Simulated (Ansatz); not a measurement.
Isolated molecules relaxed with PBE0-D4/def2-TZVP in Ansatz; ΔE leaves out vibrations. CCSD(T)/CBS is the MP2 limit (def2-TZVPP, def2-QZVPP) plus CCSD(T) − MP2 in def2-TZVPP, frozen cores. This one scheme is used for every species. DFT in def2-TZVPP. One conformer a species, not always the lowest.

Consider the cleavage of the Si–Si bond: `NC[SiH2][SiH2]Cl` + H₂S → `NC[SiH2]S` + `[SiH3]Cl`.

`NC[SiH2][SiH2]Cl`:

Z-matrix (Å, degrees):
```
C
Si 1 1.887
N 1 1.458 2 110.0
H 1 1.095 2 106.9 3 -118.1
H 1 1.101 2 109.2 3 127.3
Si 2 2.340 1 110.3 3 -173.1
H 2 1.491 1 109.5 3 -54.4
H 2 1.488 1 111.3 3 65.5
H 3 1.013 1 111.1 2 -177.6
H 3 1.012 1 110.8 2 63.5
Cl 6 2.071 2 108.3 1 54.9
H 6 1.485 2 112.8 1 173.8
H 6 1.486 2 112.5 1 -63.2
```

H₂S:

Z-matrix (Å, degrees):
```
S
H 1 1.341
H 1 1.341 2 92.3
```

`NC[SiH2]S`:

Z-matrix (Å, degrees):
```
C
Si 1 1.880
N 1 1.458 2 108.3
H 1 1.101 2 110.5 3 -127.3
H 1 1.095 2 106.8 3 117.5
S 2 2.143 1 112.3 3 173.9
H 2 1.482 1 111.3 3 -69.3
H 2 1.490 1 108.5 3 51.4
H 3 1.012 1 111.6 2 172.7
H 3 1.012 1 111.1 2 -67.6
H 6 1.344 2 94.8 1 -64.0
```

`[SiH3]Cl`:

```xyz
5

Si    0.044    0.104    0.062
Cl   -0.654   -1.554   -0.928
H    -0.869    0.396    1.191
H     0.072    1.241   -0.886
H     1.407   -0.186    0.561
```

CCSD(T)/CBS gives -60.7 kJ/mol.

Another level gave -67.8 kJ/mol. Which?
A. SCS-MP2/def2-TZVPP
B. HF/def2-TZVPP
C. PBE-D4/def2-TZVPP
D. CCSD/def2-TZVPP

A. SCS-MP2/def2-TZVPP -67.8, CCSD/def2-TZVPP -60.2, PBE-D4 -48.5, HF/def2-TZVPP -72.8 kJ/mol.

Largest T1 diagnostic among the species: 0.010.

The D4 term adds +4.1 kJ/mol with B3LYP and +2.7 kJ/mol with PBE0; it sums over pairs of atoms, weighted by their polarisabilities, and B3LYP, whose exchange is more repulsive, gets the larger term. From PBE to PBE0 (25 % exact exchange), in def2-TZVPP and without D4, ΔE moves by −4.3 kJ/mol.

B3LYP here is the variant with VWN-RPA as its local correlation; programs differ in this.
